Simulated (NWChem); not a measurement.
Species: SiHF$_{3}$; SMILES F[SiH](F)F

```xyz
5

Si     0.0000     0.0000     0.3275
F      1.4431    -0.3847    -0.2431
F     -1.0547    -1.0574    -0.2431
F     -0.3884     1.4421    -0.2431
H      0.0000     0.0000     1.7936
```
Atoms are numbered in this order, from 1.

All runs: NWChem. Geometry optimised at PBE0/def2-SVP; all other runs use it. 

```csv
quantity,level,value
−ε(HOMO) (eV),PBE/def2-SVP,9.38
"anisotropy (bohr³), static",CAM-B3LYP/def2-SVPD,0.4
dipole in solution (D) in water,"PBE0/def2-SVP, SMD",1.78
"vertical, lowest excitation, singlet (eV)","CAM-B3LYP/def2-SVPD, TDA",10.70
dipole (D),PBE0/def2-SVP,1.49
highest harmonic frequency (cm⁻¹),PBE0/def2-SVP,2392
```
